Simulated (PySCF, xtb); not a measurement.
C3H10OSi2, SMILES C[Si@@H]1C[SiH2]CO1. One conformer was computed; it need not be the lowest.

Harmonic wavenumbers (cm⁻¹) from GFN2-xTB in xtb 6.7.1 at its own minimum, in rising order: 38, 98, 104, 156, 231, 320, 439, 455, 537, 625, 630, 660, 670, 692, 733, 753, 765, 767, 786, 808, 836, 861, 973, 1087, 1102, 1188, 1269, 1373, 1463, 1480, 1485, 1492, 2183, 2236, 2243, 2903, 2943, 3000, 3021, 3044, 3060, 3062.

**Question.** What does PBE-D3(BJ)/def2-SVP in PySCF give at its own minimum? (Estimate from the structure and the level; the computed values follow.)

**Answer.** 44, 128, 142, 180, 247, 339, 382, 485, 539, 595, 632, 639, 659, 692, 735, 741, 751, 777, 820, 863, 876, 914, 942, 959, 1047, 1190, 1217, 1222, 1327, 1376, 1381, 1409, 2129, 2149, 2160, 2918, 2978, 3012, 3013, 3078, 3079, 3083. Paired by order, the mean absolute difference is 41 cm⁻¹ and the zero-point energies are 75.2 and 74.1 kcal/mol.
